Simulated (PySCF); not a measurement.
## H₂MoN + 2 F₂ → MoNF₂ + 2 HF

Level: PBE0 in the def2-TZVP basis family, computed in PySCF with density fitting; scalar-relativistic core potentials for atoms from Rb on, none lighter, no spin–orbit coupling; open shells unrestricted.

| species | state and structure | ZPE (kJ/mol) | H(298 K) − H(0) (kJ/mol) | S° (J/(mol K)) |
| --- | --- | --- | --- | --- |
| H₂MoN | doublet, Cs, Mo–H 1.700 Å (×2), Mo–N 1.613 Å; H–Mo–H 103.5°, H–Mo–N 98.2° (×2) | 40.5 | 11.3 | 265.2 |
| F₂ | singlet, D∞h, F–F 1.376 Å | 6.6 | 8.7 | 201.9 |
| MoNF₂ | doublet, Cs, Mo–F 1.859 Å (×2), Mo–N 1.616 Å; F–Mo–F 125.8°, F–Mo–N 108.0° (×2) | 19.3 | 14.8 | 311.9 |
| HF | singlet, C∞v, H–F 0.920 Å | 24.9 | 8.7 | 173.6 |

**Question.** Is the gas-phase reaction uphill or downhill in electronic energy at this level, and by how much?

**Answer.** At PBE0/def2-TZVP, ΔE = -1301.3 kJ/mol, downhill. 

**Question.** Add zero-point, thermal and entropy terms for 298.15 K and 1 bar.

**Answer.** ΔZPE = 15.4 and Δ[H(298) − H(0)] = 3.5 kJ/mol give ΔH° = -1282.4 kJ/mol. ΔS° = -9.9 J/(mol K), so ΔG° = -1282.4 − 298.15 × (-0.0099) = -1279 kJ/mol.

Open d or f shells are single determinants, so the state found may not be the ground state. The structures come from searches over a few start shapes, so lower isomers are not excluded.
